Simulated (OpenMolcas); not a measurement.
I5+: from CASSCF to CASPT2

| Property | Result |
| --- | --- |
| Program | OpenMolcas |
| Basis | ANO-RCC-VDZP [6s5p3d1f] |
| Scalar Hamiltonian | DKH2, point nucleus |
| Active space | 2 electrons in 4 orbitals (5s 5p) |
| State averaging | 2S+1 = 3 even, 3 roots; 2S+1 = 1 even, 7 roots; 2S+1 = 3 odd, 3 roots; 2S+1 = 1 odd, 3 roots |
| Spin-orbit coupling | RASSI with atomic mean-field integrals over the reference wave functions, term energies averaged over their components |

Methods on the same reference wave functions:
A. CASSCF
B. SS-CASPT2, IPEA 0.25 Eh, imaginary shift 0.1 Eh (closed shells correlated: 4d)
C. MS-CASPT2, IPEA 0.25 Eh, imaginary shift 0.1 Eh (closed shells correlated: 4d)

Energies in cm-1 above 5s2 1S0, the measured ground level; measured values from the list in Rauch et al., Astron. Astrophys. 606, A105 (2017).

```
         Level       A       B       C  Measured
       5s2 1S0     0.0     0.0     0.0       0.0
   5s 5p 3P* 0   81832   85790   86240     85666
   5s 5p 3P* 1   85317   89020   89480     89262
   5s 5p 3P* 2   94169   98130   98580     99685
   5s 5p 1P* 1  136290  125920  126370    127424
       5p2 3P0  200395  200740  201180    200085
       5p2 3P1  206998  207800  208260    208474
5p2 3P2 [54 %]  212232  210630  211090          
5p2 1D2 [54 %]  226517  222050  222510          
       5p2 1S0  251718  245160  246080    245658
```

Deviations, from unrounded energies. A percentage is the sum of absolute deviations over the sum of measured energies, with the sign that they share, or ± where signs differ.

```csv
Against measurement,Levels,A,B,C
mean absolute deviation (cm-1),7,4300,750,670
other configurations (%),7,±2.8,±0.5,±0.4
```

C lies closest to measurement on these levels and A furthest from it. The largest miss of C in the table is 5s 5p 3P* 2, by -1100 cm-1. The ranking rests on the paired levels alone, and a cruder setting can come out closer through cancelling errors.

Between B and C the level of the table that moves most is 5p2 1S0, by 920 cm-1 (lowest in B, highest in C). Moves below CASPT2's spread within the term are not significant.

The lowest spin-free term lies below A's lowest term by 0.312 hartree in B, 0.314 hartree in C.

CASPT2 does not keep the components of a term degenerate, so their means are used; among the terms shown or strongly mixed into the levels shown the widest spread is 10 cm-1 (5p2 1D, C). The ¹D term of p² mixes with s d, which this space lacks. The basis is small and was not contracted for so high a charge. Computed and measured levels are paired by configuration, term and J; levels that our copy of the source lacks, or whose pairing is in doubt (as where it misses far off the trend of its configuration), stay unpaired and out of the deviations. Levels of configurations outside the active space are missing.

A share in square brackets marks a mixed level and gives the weight of the term that names it, the lowest over the columns. * marks odd parity.
